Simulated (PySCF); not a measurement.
## Calculated NMR parameters of C=CPc1cccc(F)c1

| Item | Value |
| --- | --- |
| Formula | C8H8FP |
| SMILES | C=CPc1cccc(F)c1 |
| Point group of the computed structure | C1 |
| Carbon signals | 8 |
| Proton signals | 8 |

Atoms are numbered as in `[CH2:1]=[CH:2][PH:3][c:4]1[cH:5][cH:6][cH:7][c:8]([F:9])[cH:10]1`. Hydrogens are named by the atom that carries them. Ha(C1) is cis to P3; Hb(C1) is trans to P3.

PySCF 2.14 calculation with GIAO B3LYP/pcSseg-1 shieldings and structure optimised with PBE0-D3(BJ)/def2-SVP; single conformer, non-relativistic, gas phase.

Scale: 1H (31.38 ppm) and 13C (179.24 ppm) against TMS; 19F (171.94 ppm) vs CFCl3; 31P (297.42 ppm) against H3PO4 (reference shieldings calculated alike).

| carbon | δC, type | δH (multiplicity) | HMBC from (2–3 bonds) | span of the C tensor (ppm) |
| --- | --- | --- | --- | --- |
| C1 | 132.8, CH2 | Hb(C1) 5.88 (m); Ha(C1) 5.94 (m) | H(C2), H(P3) | 217 |
| C2 | 146.3, CH | 6.27 (m) | Ha(C1), Hb(C1), H(P3) | 242 |
| C4 | 141.8, C | – | H(C10), H(C5), H(C6), H(C2), H(P3) | 226 |
| C5 | 137.7, CH | 7.41 (m) | H(C10), H(C6), H(C7), H(P3) | 225 |
| C6 | 135.5, CH | 7.30 (m) | H(C5), H(C7) | 230 |
| C7 | 122.6, CH | 7.02 (m) | H(C10), H(C5), H(C6) | 190 |
| C8 | 171.8, C | – | H(C10), H(C6), H(C7) | 162 |
| C10 | 127.4, CH | 7.46 (m) | H(C5), H(C7), H(P3) | 192 |

Other nuclei:
```
atoms  nucleus                             environment  δ (ppm)  σ (ppm)
H(P3)       1H  hydrogen on a phosphorus bonded to 2 C     4.87    26.52
   F9      19F                           aryl fluorine   -114.3    286.2
   P3      31P             phosphorus bonded to 2 C, H    -46.0    343.4
```

δC 171.8: aromatic carbon bearing fluorine; an ipso carbon deshielded by its heteroatom. δC 146.3: alkene CH; an sp2 carbon of a C=C bond. δC 141.8: substituted aromatic carbon. δC 137.7, 135.5, 127.4, 122.6: aromatic CH. δC 132.8: terminal =CH2 carbon; an sp2 carbon of a C=C bond.

Splittings by 19F and 31P in the carbon and heteronuclear signals aren't shown, as no couplings were computed. Shifts are as computed. Against solution values, carbons near 30 ppm lie about +2 ppm off and those near 130 ppm about +6 ppm. Of 1313 compounds with measured shifts, 239 miss one by over three times the rms of a fit or turn the order of signals round; such compounds aren't used in these exercises. Unscaled 19F shifts against computed CFCl3 carry errors that often reach 10 to 50 ppm. Experimental scales use liquid or dissolved standards, which lie at an offset from isolated H3PO4. No couplings were computed; multiplicities are counted from neighbouring protons, with m where these are inequivalent, close in shift, in a saturated or five-membered ring or joined by F or P, and br s for small geminal =CH2 splittings.
